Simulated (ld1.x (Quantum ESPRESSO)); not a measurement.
# Li, TM: configuration errors across variants

```json
{"Element": "Li (Z = 3)", "Generator": "ld1.x (Quantum ESPRESSO) 7.5", "Type": "norm-conserving Troullier–Martins (Kleinman–Bylander form)", "Functional": "LDA (PZ)", "Relativity": "scalar-relativistic", "Frozen core": "[He]", "Valence charge": "1", "Reference configuration": "2s1 2p0", "Partial waves": "2s (bound): rc 2.30 bohr; 2p (bound, empty): rc 4.20 bohr", "Local potential": "the p channel", "Core correction": "Bessel-smoothed model core inside 1.90 bohr"}
```

All-electron excitation energies from the reference (eV): (1) 2s0.5 2p0 2.045; (2) 2s0 2p1 1.754; (3) 2s1 2p0 spin -0.233; (4) 2s0.5 2p0 spin 1.953.

Spin tests fill each open shell by Hund’s rule, majority spin first.

1 further variants failed, have other tests or another functional or relativity, and are left out.

Errors AE − PS in meV (a dash: test not solved or not reliable):

| change | (1) | (2) | (3) | (4) | bound ghosts |
| --- | --- | --- | --- | --- | --- |
| base | +0.8 | -4.6 | +1.4 | +0.9 | none |
| wave 2p (bound): rc 4.20 bohr becomes 2p (bound): rc 6.00 bohr | +0.9 | -16 | +1.3 | +0.8 | none |
| all radii but the core radius scaled by about 1.39 (s 3.20, p 5.84 bohr) | +0.4 | -18 | -0.4 | -0.5 | none |
| core correction Bessel-smoothed model core inside 1.62 bohr | +0.6 | -4.7 | +0.7 | +0.5 | none |
| type TM semilocal | +0.9 | -4.6 | +1.4 | +1.2 | none |
| wave 2s (bound): rc 2.30 bohr becomes 2s (bound): rc 1.74 bohr | +0.7 | -5.0 | +0.7 | +0.5 | none |
| local potential the s channel | +0.9 | -4.5 | +1.4 | +1.2 | none |
| local potential all-electron potential smoothed inside 2.35 bohr (lloc = -1) | +1.0 | -4.5 | +1.4 | +1.3 | none |

Question: Give the same row for: wave 2p (bound): rc 4.20 bohr becomes 2p (bound): rc 4.94 bohr.

Answer: +0.7, -9.3, +1.3, +0.7; bound ghosts: none.
